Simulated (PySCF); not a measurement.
Basis and Hamiltonian dependence of the ionisation energy of Al⁺

Al⁺ [Ne] 3s2 (1S) → Al²⁺ [Ne] 3s1 (2S). Calculated with PySCF 2.14 from differences of total energies of unrestricted determinants, without spin-orbit coupling. Values in eV.

```tsv
basis	Hamiltonian	functions	UHF	r2SCAN	PBE0	MP2 (valence)	CCSD(T) (valence)	CCSD(T) (valence and next inner shell)
cc-pVDZ-DK	spin-free X2C	18	17.574	n/a	n/a	18.254	18.619	n/a
cc-pV(D+d)Z	non-relativistic	23	17.544	n/a	18.691	18.233	18.596	n/a
Sapporo-DZP-2012	spin-free X2C	27	17.554	n/a	n/a	18.192	18.532	n/a
aug-cc-pV(D+d)Z	non-relativistic	32	17.547	18.410	18.695	18.242	18.603	n/a
pcseg-2	non-relativistic	34	17.497	n/a	18.644	18.234	18.556	n/a
x2c-TZVPPall	spin-free X2C	42	17.559	18.413	18.707	18.307	18.625	18.749
aug-cc-pVTZ-DK	spin-free X2C	50	17.551	18.399	18.679	18.307	18.624	n/a
x2c-TZVPPall with one added diffuse shell each of s, p, d type	spin-free X2C	51	17.561	18.415	18.707	18.312	18.630	18.753
aug-cc-pV(T+d)Z with one added diffuse shell each of s, p, d, f type	non-relativistic	71	17.521	18.369	18.649	18.279	18.598	n/a
def2-QZVPPD	non-relativistic	76	17.521	18.379	18.653	18.321	18.618	18.757
dyall-av3z	spin-free X2C	84	17.551	18.413	18.684	18.328	18.640	n/a
aug-cc-pCVTZ-DK with one added diffuse shell each of s, p, d, f type	spin-free X2C	91	17.551	18.408	18.684	18.315	18.630	18.754
dyall-acv3z	spin-free X2C	113	17.551	18.413	18.684	18.335	18.642	18.805
aug-cc-pwCVQZ	non-relativistic	134	17.520	18.381	18.653	18.324	n/a	n/a
```

Frozen in the all-electron rows: valence: [Ne]; valence and next inner shell: 1s2.

Reference for a calculation without spin-orbit coupling: 18.829 eV (measured, between term centres; NIST).
